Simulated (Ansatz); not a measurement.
Species: 1-methylcyclopenta-1,3-diene, C$_{6}$H$_{8}$, net charge 0, singlet state. SMILES: C1C=C(CC=1)C
Coordinates optimised at B3LYP-D3(BJ)/def2-TZVP (Ansatz, a program for electronic structure):
```xyz
14

C      2.1773    -0.0375     0.0303
C      0.6888    -0.0542    -0.0370
C     -0.1033    -0.7733    -0.8541
C     -1.5091    -0.4754    -0.5727
C     -1.5839     0.4277     0.4184
C     -0.1915     0.7831     0.8552
H      2.6126    -0.7170    -0.7030
H      2.5365    -0.3347     1.0205
H      2.5753     0.9641    -0.1600
H      0.2380    -1.4692    -1.6086
H     -2.3453    -0.9224    -1.0919
H     -2.4805     0.8464     0.8497
H     -0.0223     0.5573     1.9149
H      0.0164     1.8533     0.7369
```
Charge 0, spin multiplicity 1.

Parts of the frozen-core correlation energy in 6-31G (Ansatz, hartree). Frozen orbitals: 6; correlated occupied orbitals by spin: 16 and 16; virtual: 48 and 48. No spin-orbit coupling. Non-relativistic. The restricted reference is unstable.

```tsv
term	value
reference (HF)	-231.74232
MP2 opposite-spin	?
MP2 same-spin	?
CCSD correlation	?
(T)	-0.01882
T1 diagnostic	0.009
largest doubles amplitude	0.112
```

Task: Some entries are withheld; supply them.

Result: 
- MP2 opposite-spin, value: -0.40605
- MP2 same-spin, value: -0.12391
- CCSD correlation, value: -0.58584
